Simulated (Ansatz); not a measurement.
A nudged elastic band was laid between two geometries of CH$_{6}$AlNO (10 atoms, charge 0, multiplicity 1).

The calculation used RKS r2SCAN-D4/6-31G* (Ansatz 0.2.0).

| Quantity | Value |
| --- | --- |
| movable images | 7 |
| climbing image | yes |
| spring | 5.0 eV/Å² |
| optimiser | quadratic models (default) |
| start path | IDPP |
| force threshold | 0.05 eV/Å |
| iteration limit | 60 |
| end points | relaxed |

Image 0:

```xyz
10
Properties=species:S:1:pos:R:3
C -1.362 0.300 -1.039
O -1.038 -0.652 -0.057
Al 0.357 -0.847 0.906
N 1.735 0.266 0.758
H -1.570 -0.201 -1.995
H -2.266 0.853 -0.743
H -0.558 1.036 -1.211
H 0.393 -2.045 1.934
H 2.577 0.179 1.315
H 1.815 1.059 0.135
```

Image 8:

```xyz
10
Properties=species:S:1:pos:R:3
C -1.335 1.028 -0.407
O -1.020 0.170 0.660
Al 0.355 -0.799 0.951
N 1.696 -0.853 -0.213
H -0.523 1.117 -1.148
H -2.231 0.666 -0.932
H -1.553 2.036 -0.026
H 0.405 -1.646 2.282
H 2.530 -1.410 -0.070
H 1.759 -0.359 -1.094
```

Q: What changes between the two ends?

A: No bond is made or broken. The dihedral H5–C1–O2–Al3 goes from 121 to -4°. The two ends are copies of one structure, up to a mirror image or an exchange of like atoms.

Q: What energy profile does the band end with?

A: The run converged. The highest image is number 4 of 0 to 8, 0.009 eV above the ends, which have the same energy within 2 meV. A vibrational analysis at the climbing image gives one clearly imaginary mode, 65i cm⁻¹: a first-order saddle point.

```
image  path coordinate (Å)  energy (eV)  dihedral H5–C1–O2–Al3 (°)
    0                 0.00        0.000                        121
    1                 0.44        0.001                        107
    2                 0.88        0.003                         91
    3                 1.31        0.007                         75
    4                 1.75        0.009                         60
    5                 2.20        0.006                         43
    6                 2.64        0.003                         27
    7                 3.09        0.000                         12
    8                 3.53        0.000                         -4
```

Q: What is the geometry of the highest image?

A: 
```xyz
10
Properties=species:S:1:pos:R:3
C -1.428 0.796 -0.594
O -1.125 -0.078 0.465
Al 0.340 -0.804 0.954
N 1.847 -0.505 0.061
H -1.190 0.354 -1.575
H -2.503 1.021 -0.580
H -0.883 1.749 -0.510
H 0.324 -1.746 2.221
H 2.737 -0.917 0.318
H 1.964 0.078 -0.758
```

The run took 110 s on 1 thread of AMD EPYC 7R43 64-Core Processor (Zen 3), with other jobs on the host, peak memory 0.15 GiB.
